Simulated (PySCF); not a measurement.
These are TPSSh-D3(BJ)/def2-TZVP // r2SCAN-D4/def2-SVP (PySCF 2.14.0) values and carry that method's errors. All species are isolated molecules in the gas phase. 

Reference species: [Cd(Cl)2] (neutral, multiplicity 1).

```yaml
charge on the central atom (Mulliken): 0.81 e
mean_distance_from_the_central_atom_to_its_bonded_neighbours: 2.276 Å
coordination_number: 2
```

After one change: the charge on the central atom (Mulliken) falls by 0.14 e; the mean distance from the central atom to its bonded neighbours drops by 0.079 Å; the coordination number is nearly the same.

Problem. Name the change that produced these shifts. The new species is one of these.
(A) [Cd(Cl)(N(CH3)2)]
(B) [Cd(Cl)(NH2)]
(C) [Cd(Cl)(Br)]
(D) [Cd(Cl)(CH3)]

Solution. D, [Cd(Cl)(CH3)]
